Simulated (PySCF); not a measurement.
(Z)-2,3-difluorobut-2-ene (C4H6F2), SMILES C/C(F)=C(\C)F. Atoms are numbered in the order given.

```xyz
12

C      1.6021     0.0000    -1.1344
C      0.6699     0.0000     0.0269
F      1.3096     0.0000     1.2147
C     -0.6699     0.0000     0.0269
C     -1.6021     0.0000    -1.1344
F     -1.3096     0.0000     1.2147
H      2.2561     0.8875    -1.0964
H      1.0710     0.0000    -2.0939
H      2.2561    -0.8875    -1.0964
H     -2.2561    -0.8875    -1.0964
H     -2.2561     0.8875    -1.0964
H     -1.0710     0.0000    -2.0939
```
Charge 0, spin multiplicity 1.

The structure is a stationary point at B3LYP-D3(BJ)/def2-SVP.

Calculation: M06-2X/def2-TZVP (PySCF).

Atomic charges (e):

```csv
atom,Löwdin,IAO
C1,?,-0.43
C2,?,0.25
F3,?,-0.29
C4,?,0.25
C5,?,-0.43
F6,?,-0.29
H7,?,0.16
H8,?,0.15
H9,?,0.16
H10,?,0.16
H11,?,0.16
H12,?,0.15
```

Q: Complete the blanks. (An estimate is asked for; the answer gives what the named calculation found.)

A: 
- C1, Löwdin: -0.27
- C2, Löwdin: -0.31
- F3, Löwdin: 0.17
- C4, Löwdin: -0.31
- C5, Löwdin: -0.27
- F6, Löwdin: 0.17
- H7, Löwdin: 0.14
- H8, Löwdin: 0.13
- H9, Löwdin: 0.14
- H10, Löwdin: 0.14
- H11, Löwdin: 0.14
- H12, Löwdin: 0.13

Computed Mayer and Wiberg (Löwdin basis) orders of the bonds:
```
bond    Mayer  Wiberg
------  -----  ------
C1–C2    0.96    1.28
C2–F3    1.00    1.68
C2–C4    1.86    1.86
C4–C5    0.96    1.28
C4–F6    1.00    1.68
C1–H7    0.95    0.89
C1–H8    0.98    0.89
C1–H9    0.95    0.89
C5–H10   0.95    0.89
C5–H11   0.95    0.89
C5–H12   0.98    0.89
```
